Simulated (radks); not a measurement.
The praseodymium ion Pr+, 58 electrons, occupied as [Kr] 4d10 4f3 5s2 5p4 6s1 5d2 (not the ground configuration). Method: scalar-relativistic Kohn-Sham, LDA (Slater exchange, VWN5 correlation), spin-polarised, spherical densities, finite nucleus; open shells are filled with parallel spins first (spin-orbit coupling, left out, can overturn this in heavy ions); Fermi nuclear charge, rms radius 4.8919 fm; computed with a radial shooting solver on a logarithmic mesh with Libxc functionals.

Local quantities along the radius. ELF = 1/(1 + alpha^2) is the electron localisation function; alpha = (tau - tau_W)/tau_unif compares the Pauli kinetic energy density with that of the uniform gas (summed over spins); 4 pi r^2 rho is in e/bohr. tau is taken from the large components.

| r (bohr) | ELF | alpha | 4 pi r^2 rho |
|---|---|---|---|
| 0.001558 | 0.999 | 0.02480 | 6.167 |
| 0.001814 | 0.999 | 0.02553 | 7.872 |
| 0.002112 | 0.999 | 0.02654 | 9.999 |
| 0.002478 | 0.999 | 0.02798 | 12.78 |
| 0.002885 | 0.999 | 0.02980 | 16.02 |
| 0.003358 | 0.999 | 0.03218 | 19.93 |
| 0.00391 | 0.999 | 0.03530 | 24.57 |
| 0.004552 | 0.998 | 0.03941 | 29.96 |
| 0.005299 | 0.998 | 0.04488 | 36.09 |
| 0.006169 | 0.997 | 0.05227 | 42.86 |
| 0.007181 | 0.996 | 0.06243 | 50.05 |
| 0.00836 | 0.994 | 0.07674 | 57.36 |
| 0.009733 | 0.991 | 0.09741 | 64.31 |
| 0.01133 | 0.984 | 0.1281 | 70.36 |
| 0.01319 | 0.970 | 0.1749 | 74.89 |
| 0.01548 | 0.940 | 0.2532 | 77.46 |
| 0.01802 | 0.878 | 0.3724 | 77.55 |
| 0.02098 | 0.762 | 0.5589 | 75.58 |
| 0.02442 | 0.592 | 0.8300 | 72.37 |
| 0.02843 | 0.428 | 1.156 | 69.38 |
| 0.0331 | 0.335 | 1.407 | 68.38 |
| 0.03853 | 0.334 | 1.413 | 70.92 |
| 0.04486 | 0.418 | 1.179 | 77.53 |
| 0.05222 | 0.559 | 0.8888 | 87.02 |
| 0.06079 | 0.683 | 0.6810 | 96.44 |
| 0.07077 | 0.743 | 0.5877 | 102.0 |
| 0.08239 | 0.728 | 0.6116 | 100.7 |
| 0.09592 | 0.623 | 0.7775 | 92.98 |
| 0.1126 | 0.444 | 1.120 | 82.20 |
| 0.131 | 0.338 | 1.401 | 75.78 |
| 0.1525 | 0.379 | 1.280 | 76.99 |
| 0.1776 | 0.544 | 0.9163 | 83.76 |
| 0.2067 | 0.698 | 0.6573 | 88.50 |
| 0.2407 | 0.754 | 0.5709 | 83.53 |
| 0.2802 | 0.686 | 0.6759 | 67.72 |
| 0.3262 | 0.436 | 1.136 | 48.35 |
| 0.3797 | 0.218 | 1.893 | 35.42 |
| 0.4421 | 0.278 | 1.614 | 33.16 |
| 0.5146 | 0.565 | 0.8774 | 36.98 |
| 0.5991 | 0.733 | 0.6030 | 38.70 |
| 0.6975 | 0.730 | 0.6081 | 34.15 |
| 0.8185 | 0.594 | 0.8270 | 24.91 |
| 0.9529 | 0.393 | 1.242 | 16.68 |
| 1.109 | 0.296 | 1.543 | 11.53 |
| 1.291 | 0.371 | 1.302 | 8.972 |
| 1.503 | 0.529 | 0.9429 | 7.398 |
| 1.75 | 0.592 | 0.8304 | 5.790 |
| 2.038 | 0.522 | 0.9567 | 4.109 |
| 2.372 | 0.395 | 1.239 | 2.696 |
| 2.761 | 0.314 | 1.477 | 1.728 |
| 3.215 | 0.317 | 1.467 | 1.123 |
| 3.742 | 0.371 | 1.302 | 0.7197 |
| 4.357 | 0.412 | 1.194 | 0.4213 |
| 5.113 | 0.382 | 1.273 | 0.2003 |
| 5.952 | 0.268 | 1.652 | 0.07854 |
| 6.929 | 0.124 | 2.658 | 0.02355 |
| 8.067 | 0.034 | 5.371 | 0.005200 |
| 9.391 | 0.005 | 13.86 | 0.0008128 |

On this mesh the ELF has minima near r = 0.039, 0.13, 0.38, 1.1, 2.8 bohr, which separate the shells, and maxima near 0.071 (0.74), 0.24 (0.75), 0.60 (0.73), 1.8 (0.59), 4.4 (0.41).

Self-consistent cycle (total energy in hartree, residual of the potential): 1: -9228.176432, 3e+00; 2: -9228.559316, 2e+00; 3: -9228.639078, 4e-01; 4: -9228.637617, 2e-02; 5: -9228.639823, 2e-02; 6: -9228.640203, 4e-03; 7: -9228.640206, 2e-03; 8: -9228.640204, 6e-04; 9: -9228.640204, 8e-05; 10: -9228.640204, 1e-05; 11: -9228.640204, 7e-07; 12: -9228.640204, 3e-08; 13: -9228.640204, 2e-09.
